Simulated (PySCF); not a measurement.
## Correlation energy of Se⁻ (selenium, charge -1)

[Ar] 3d10 4s2 4p5, 2P determinant. Calculation: PySCF 2.14, in def2-QZVPPD (12s8p5d4f1g, 98 functions); the non-relativistic Hamiltonian (point nucleus). Frozen: [Ne]; 25 electrons correlated.

MP2 pair energies summed by pair of shells (mhartree):

```
 pair   energy  share (%)
3d-3d  -320.23       40.8
3p-3d  -122.00       15.5
4p-4p   -85.05       10.8
3d-4p   -52.48        6.7
4s-4p   -51.19        6.5
3p-3p   -42.65        5.4
3s-3d   -36.43        4.6
3d-4s   -31.25        4.0
3s-3p   -15.06        1.9
4s-4s    -9.42        1.2
3p-4p    -7.48        1.0
3p-4s    -5.99        0.8
3s-3s    -3.29        0.4
3s-4p    -1.42        0.2
3s-4s    -0.92        0.1
```

Total MP2 correlation energy: -784.87 mhartree.

Same-spin part -260.01 and opposite-spin part -524.85 mhartree; SCS-MP2 scales them by 1/3 and 6/5 to -716.50 mhartree.

This basis was not built for core-valence correlation, so the inner-shell part is incomplete.
